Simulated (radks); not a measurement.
Problem. These are the eigenvalues of the occupied orbitals of an atom or ion with whole-number occupations (eV). Method: scalar-relativistic Kohn-Sham, LDA (Slater exchange, Perdew-Wang correlation), spin-polarised, spherical densities, finite nucleus; Fermi nuclear charge, rms radius of each element as measured or else 0.836 A^(1/3) + 0.57 fm; computed with a radial shooting solver on a logarithmic mesh with Libxc functionals.

orbital  eigenvalue
1s up     -76085.70
1s down   -76085.70
2s up     -13351.69
2s down   -13351.32
2p up     -11614.08
2p down   -11613.78
3s up     -3158.761
3s down   -3158.580
3p up     -2650.437
3p down   -2650.245
3d up     -2088.835
3d down   -2088.557
4s up     -710.4666
4s down   -710.0875
4p up     -543.6003
4p down   -543.2181
4d up     -338.3456
4d down   -337.8882
5s up     -146.0858
5s down   -143.4010
4f up     -110.0536
4f down   -109.3592
5p up     -102.4355
5p down    -99.1869
5d up      -52.1978

Which element is it, and in what charge state? The configuration may be excited. Open shells, if any, are filled with parallel spins first.

Solution. Z = 77, iridium, charge +4: Ir4+ in [Xe] 4f14 5d5. The list shows which subshells hold electrons but not how many an open one holds; the 1s level, -2796.1 hartree, gives Z - s = 74.8 by -(Z - s)^2/2, which with screening and relativity narrows Z to a few neighbours, and the depths of the outer levels then fix element, charge and occupations together.
